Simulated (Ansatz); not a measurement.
Level of theory: CAM-B3LYP-D3(BJ)/def2-TZVP in Ansatz (a first-principles code). No frequencies were computed at this level.

Ansatz 0.2 input:
```yaml
crystal:
  periodic: [false, false, false]
  atoms:
    - { symbol: C, position_ang: [-2.511097, 0.521411, -0.527093] }
    - { symbol: C, position_ang: [-1.230188, 0.17588, -0.411568] }
    - { symbol: Cl, position_ang: [-0.481639, -0.729906, -1.68064] }
    - { symbol: C, position_ang: [-0.405235, 0.513625, 0.728008] }
    - { symbol: C, position_ang: [0.878337, 0.211266, 0.930629] }
    - { symbol: Si, position_ang: [2.102501, -0.74563, -0.143202] }
    - { symbol: H, position_ang: [-2.999469, 1.084141, 0.248712] }
    - { symbol: H, position_ang: [-3.098731, 0.254895, -1.386395] }
    - { symbol: H, position_ang: [-0.950328, 1.081521, 1.475459] }
    - { symbol: H, position_ang: [1.298106, 0.569596, 1.862791] }
    - { symbol: H, position_ang: [1.690798, -2.137867, -0.316475] }
    - { symbol: H, position_ang: [2.354529, -0.061175, -1.410437] }
    - { symbol: H, position_ang: [3.352417, -0.737761, 0.630208] }
basis:
  gaussian: { orbitals: def2-tzvp }
hamiltonian:
  xc: cam_b3lyp
  dispersion: d3bj
relax:
  max_steps: 150
```

Output:

```
Functional definition: CAM-B3LYP
1552 factors; their error is unknown
484 factors; integrals over basis functions are off by at most 1.7e-6 eV
mean field evaluation 1: about -24655.0252 eV, gradient 5.1e1 eV
mean field evaluation 2: about -24656.2263 eV, gradient 4.5e1 eV
mean field evaluation 4: about -24661.1790 eV, gradient 2.6e0 eV
mean field evaluation 8: about -24661.1920 eV, gradient 5.0e-2 eV
mean field evaluation 16: about -24661.2313 eV, gradient 3.6e-4 eV
mean field -24661.23133885 eV, -906.2835357199 hartree, gradient 2.1e-5 eV, S^2 0.000000; 0 other end points of the search recorded, 0 dependent functions left out
reference -24661.23148646 eV, -906.2835411444 hartree; 31, 31 occupied and 209, 209 virtual orbitals, 1552 factors
relax step   1: F+E_penalty+E_count = -24661.53739179 eV  Δ(F+E_penalty+E_count) = +0.000e0 eV  max|allowed force component| = 6.844e-1 eV/Å  Δτ_max = 0.0000 Å  (31 SCF iters, accepted)
these checks for a lower state are left out or cut short: starts, cluster_reference, orbital_swaps, neighbouring_geometries, increment
1552 factors; their error is unknown
484 factors; integrals over basis functions are off by at most 1.8e-6 eV
mean field -24661.28076093 eV, -906.2853519477 hartree, gradient 1.5e-5 eV, S^2 0.000000; 0 other end points of the search recorded, 0 dependent functions left out
reference -24661.28091069 eV, -906.2853574514 hartree; 31, 31 occupied and 209, 209 virtual orbitals, 1552 factors
relax step   2: F+E_penalty+E_count = -24661.58240304 eV  Δ(F+E_penalty+E_count) = -4.501e-2 eV  max|allowed force component| = 2.253e-1 eV/Å  Δτ_max = 0.1338 Å  (34 SCF iters, accepted)
these checks for a lower state are left out or cut short: starts, cluster_reference, orbital_swaps, neighbouring_geometries, increment
1552 factors; their error is unknown
484 factors; integrals over basis functions are off by at most 1.8e-6 eV
mean field evaluation 32: about -24661.2854 eV, gradient 1.5e-5 eV
mean field -24661.28544823 eV, -906.2855242027 hartree, gradient 1.5e-5 eV, S^2 0.000000; 0 other end points of the search recorded, 0 dependent functions left out
reference -24661.28559805 eV, -906.2855297086 hartree; 31, 31 occupied and 209, 209 virtual orbitals, 1552 factors
relax step   3: F+E_penalty+E_count = -24661.58730519 eV  Δ(F+E_penalty+E_count) = -4.902e-3 eV  max|allowed force component| = 9.190e-2 eV/Å  Δτ_max = 0.0323 Å  (34 SCF iters, accepted)
these checks for a lower state are left out or cut short: starts, cluster_reference, orbital_swaps, neighbouring_geometries, increment
1552 factors; their error is unknown
484 factors; integrals over basis functions are off by at most 1.8e-6 eV
mean field -24661.28606895 eV, -906.2855470139 hartree, gradient 1.5e-5 eV, S^2 0.000000; 0 other end points of the search recorded, 0 dependent functions left out
reference -24661.28621873 eV, -906.2855525182 hartree; 31, 31 occupied and 209, 209 virtual orbitals, 1552 factors
relax step   4: F+E_penalty+E_count = -24661.58807228 eV  Δ(F+E_penalty+E_count) = -7.671e-4 eV  max|allowed force component| = 2.730e-2 eV/Å  Δτ_max = 0.0075 Å  (35 SCF iters, accepted)
these checks for a lower state are left out or cut short: starts, cluster_reference, orbital_swaps, neighbouring_geometries, increment
1552 factors; their error is unknown
484 factors; integrals over basis functions are off by at most 1.8e-6 eV
mean field -24661.28610708 eV, -906.2855484152 hartree, gradient 1.5e-5 eV, S^2 0.000000; 0 other end points of the search recorded, 0 dependent functions left out
reference -24661.28625685 eV, -906.2855539189 hartree; 31, 31 occupied and 209, 209 virtual orbitals, 1552 factors
relax step   5: F+E_penalty+E_count = -24661.58812753 eV  Δ(F+E_penalty+E_count) = -5.525e-5 eV  max|allowed force component| = 1.984e-2 eV/Å  Δτ_max = 0.0049 Å  (34 SCF iters, accepted)
these checks for a lower state are left out or cut short: starts, cluster_reference, orbital_swaps, neighbouring_geometries, increment
1552 factors; their error is unknown
484 factors; integrals over basis functions are off by at most 1.8e-6 eV
mean field -24661.28623683 eV, -906.2855531835 hartree, gradient 1.5e-5 eV, S^2 0.000000; 0 other end points of the search recorded, 0 dependent functions left out
reference -24661.28638661 eV, -906.2855586877 hartree; 31, 31 occupied and 209, 209 virtual orbitals, 1552 factors
relax step   6: F+E_penalty+E_count = -24661.58822062 eV  Δ(F+E_penalty+E_count) = -9.309e-5 eV  max|allowed force component| = 6.655e-3 eV/Å  Δτ_max = 0.0028 Å  (35 SCF iters, accepted)
1552 factors; their error is unknown
484 factors; integrals over basis functions are off by at most 1.8e-6 eV
mean field evaluation 64: about -24661.2040 eV, gradient 4.3e0 eV
mean field -24661.28623683 eV, -906.2855531835 hartree, gradient 1.5e-5 eV, S^2 0.000000; 1 other end points of the search recorded, 0 dependent functions left out
reference -24661.28638661 eV, -906.2855586877 hartree; 31, 31 occupied and 209, 209 virtual orbitals, 1552 factors
Total energy: -24661.58837039 eV, -906.2966563870 hartree
Atom 0 at    -2.546576     0.543442    -0.506810 Å, force     0.001151     0.000158     0.000735 eV/Å
Atom 1 at    -1.275645     0.173229    -0.443144 Å, force    -0.006655     0.000116    -0.002054 eV/Å
Atom 2 at    -0.588361    -0.736762    -1.756489 Å, force     0.000275     0.000049     0.000151 eV/Å
Atom 3 at    -0.410778     0.492669     0.685424 Å, force     0.002089     0.000038     0.000168 eV/Å
Atom 4 at     0.870304     0.192825     0.890861 Å, force    -0.000604     0.000659     0.001334 eV/Å
Atom 5 at     2.151626    -0.741080    -0.105261 Å, force     0.000053     0.000611     0.000990 eV/Å
Atom 6 at    -2.979242     1.109243     0.306557 Å, force     0.000161    -0.000857    -0.001547 eV/Å
Atom 7 at    -3.173691     0.298395    -1.350244 Å, force     0.002844     0.000337     0.001921 eV/Å
Atom 8 at    -0.938673     1.061618     1.445623 Å, force    -0.000260     0.000085     0.000059 eV/Å
Atom 9 at     1.263455     0.564544     1.833440 Å, force     0.000851    -0.001382    -0.001842 eV/Å
Atom 10 at     1.793646    -2.157283    -0.316733 Å, force    -0.000167    -0.000074     0.000084 eV/Å
Atom 11 at     2.450594    -0.099724    -1.400558 Å, force     0.000079     0.000104    -0.000075 eV/Å
Atom 12 at     3.383341    -0.701119     0.717331 Å, force     0.000180     0.000156     0.000077 eV/Å
Dipole moment:    -0.286749     0.208407     0.222460 e Å
```

Cost: roughly 2.3 core-minutes.
